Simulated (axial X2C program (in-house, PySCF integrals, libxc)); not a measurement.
**Levels of TiF by electron attachment to TiF⁺ (EOM-EA-CCSD)**

Calculated with an in-house all-electron X2C program for linear molecules (integrals from PySCF): two-component X2C with atomic mean-field Coulomb and Gaunt terms, Gaussian nuclei, basis Ti dyall-acv3z, F dyall-av3z with contracted cores.

R = 1.936 Å (1.090 times 1.776 Å, the PBE0 minimum at charge 0 for the lowest determinant).

Levels of TiF obtained by attaching an electron to TiF⁺:

```json
{"Ω": "1/2", "binding energy (eV)": "6.913", "above lowest (cm⁻¹)": "0", "attached spinor": "71% Ti sσ, 17% Ti pσ, 6% F pσ", "one-particle weight": "0.97"}
{"Ω": "3/2", "binding energy (eV)": "5.264", "above lowest (cm⁻¹)": "13306", "attached spinor": "73% Ti dπ, 24% Ti pπ", "one-particle weight": "0.91"}
{"Ω": "1/2", "binding energy (eV)": "5.162", "above lowest (cm⁻¹)": "14125", "attached spinor": "69% Ti dσ, 25% Ti pσ", "one-particle weight": "0.92"}
{"Ω": "1/2", "binding energy (eV)": "4.887", "above lowest (cm⁻¹)": "16343", "attached spinor": "67% Ti dπ, 29% Ti pπ", "one-particle weight": "0.93"}
```

This point took 58 s on 1 thread of Intel(R) Xeon(R) Processor @ 2.30GHz, with other jobs on the host.

Reference electrons by ω block (each with its −ω partner): 1/2: 11, 3/2: 3, 5/2: 1. 18 electrons of TiF⁺ correlated (inner shells frozen), 92 natural virtual spinors (a truncated set); levels can be off by some tenths of an eV. Roots sought by Ω: (1/2: 5, 3/2: 4, 5/2: 2, 7/2: 1); rows need 60 % one-particle weight and stop where some Ω has no more roots. Missing are any skipped roots, higher Ω and states of a further excitation; these come out far too high here and may in truth be low or lowest. T1 of the reference 0.022 (Lee–Taylor). The reference was not checked to be the lowest state of its species. Number of frozen shells: Ti 2 s, 1 p; F 1 s.
